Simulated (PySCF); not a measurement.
PySCF input for In(F)(Cl)(vinyl) (C2H3ClFIn), SMILES C=[CH][In]([F])[Cl], IEF-PCM-ωB97X/def2-SVP. Geometry optimised at B3LYP-D3(BJ)/def2-SVP. The structure was generated by enumeration; whether it is a known compound was not checked. The def2 effective core potentials stand for the cores of In; spin–orbit coupling is left out. Other conformers were not sampled.

```python
import numpy as np
from pyscf import gto, scf, dft
from pyscf.solvent import pcm

mol = gto.M(
    atom='''
    In    0.32718050    0.06420069   -0.00000000
    F     1.94457679    1.17635749    0.00000000
    Cl   -1.63404861    1.37544715    0.00000000
    C     0.25187676   -2.06505105   -0.00000000
    C    -0.92961762   -2.69235240    0.00000001
    H     1.19042737   -2.62909404   -0.00000000
    H    -0.99443542   -3.78796683    0.00000000
    H    -1.88375609   -2.15417115   -0.00000000
    ''',
    basis='def2-SVP',
    ecp={'In': 'def2-svp'},
    charge=0,
    spin=0,
    max_memory=1600,
    verbose=3,
)
mf = dft.RKS(mol, xc='wb97x').density_fit(auxbasis='def2-universal-jkfit')
mf.grids.level = 3
mf.conv_tol = 1e-9
mf.max_cycle = 100
mf.kernel()
res = {}
for name, eps in {'water': 78.355, 'dimethylsulfoxide': 46.826, 'dichloromethane': 8.93}.items():
    s = mf.PCM()
    s.with_solvent.method, s.with_solvent.eps, s.with_solvent.lebedev_order = 'IEF-PCM', eps, 29
    s.kernel(mf.make_rdm1())
    res[name] = (s.e_tot, eps, s.dip_moment(), s.mo_energy, s.converged)
    print(f'{name}: electrostatic solvation free energy {(s.e_tot - mf.e_tot) * 627.509474:.3f} kcal/mol')
```

Output:

```
converged SCF energy = -827.946811284482

WARN: PCM is an experimental feature. It is still in testing.
Features and APIs may be changed in the future.

converged SCF energy = -827.962985797434
Dipole moment(X, Y, Z, Debye): -0.18732, -4.87768, -0.00000
water: electrostatic solvation free energy -10.150 kcal/mol

WARN: PCM is an experimental feature. It is still in testing.
Features and APIs may be changed in the future.

converged SCF energy = -827.962765883882
Dipole moment(X, Y, Z, Debye): -0.19102, -4.86841, -0.00000
dimethylsulfoxide: electrostatic solvation free energy -10.012 kcal/mol

WARN: PCM is an experimental feature. It is still in testing.
Features and APIs may be changed in the future.

converged SCF energy = -827.960576105143
Dipole moment(X, Y, Z, Debye): -0.22656, -4.77367, -0.00000
dichloromethane: electrostatic solvation free energy -8.638 kcal/mol
```

The calculation finished and met its thresholds.
